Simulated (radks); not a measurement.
The numbers below are computed, except where a source is named.
Co4+, 23 electrons, occupied as [Ar] 3d5. Level of theory: scalar-relativistic Kohn-Sham, PBE, spin-unpolarised, spherical densities, finite nucleus; Fermi nuclear charge, rms radius 3.7875 fm (a radial shooting solver on a logarithmic mesh with Libxc functionals).

Normalised radial functions P(r) = r R(r), r in bohr:

r	2s	2p	4s
0.004074	0.3232	0.0103	0.0491
0.005305	0.4044	0.0169	0.0614
0.006908	0.5005	0.0276	0.0760
0.008995	0.6106	0.0449	0.0926
0.01171	0.7304	0.0726	0.1107
0.01513	0.8474	0.1147	0.1282
0.0197	0.9526	0.1815	0.1438
0.02565	1.0160	0.2825	0.1526
0.0334	1.0005	0.4301	0.1488
0.04349	0.8607	0.6366	0.1251
0.05618	0.5652	0.8990	0.0768
0.07316	0.0747	1.2260	-0.0018
0.09526	-0.5750	1.5763	-0.1028
0.124	-1.2766	1.8818	-0.2032
0.1602	-1.8329	2.0435	-0.2616
0.2086	-2.0822	1.9818	-0.2345
0.2717	-1.8986	1.6597	-0.0901
0.3538	-1.3715	1.1566	0.1435
0.4606	-0.7583	0.6413	0.3625
0.595	-0.3145	0.2759	0.4240
0.7748	-0.0860	0.0812	0.2388
1.009	-0.0144	0.0152	-0.1551
1.314	-0.0013	0.0016	-0.5766
1.711	-0.0001	0.0001	-0.8083
2.21	0.0000	0.0000	-0.7456
2.877	0.0000	0.0000	-0.4668
3.747	0.0000	0.0000	-0.1888
4.879	0.0000	0.0000	-0.0455
6.353	0.0000	0.0000	-0.0057

2s: eigenvalue -962.39 eV, 1 radial node at r = 0.0756 bohr, <r> = 0.255 bohr, 90 % of the charge inside 0.396 bohr. 2p: eigenvalue -833.27 eV, 0 radial nodes, <r> = 0.225 bohr, 90 % of the charge inside 0.368 bohr. 4s (empty): eigenvalue -45.268 eV, 3 radial nodes at r = 0.0728, 0.303, 0.918 bohr, <r> = 2.02 bohr, 90 % of the charge inside 2.90 bohr.
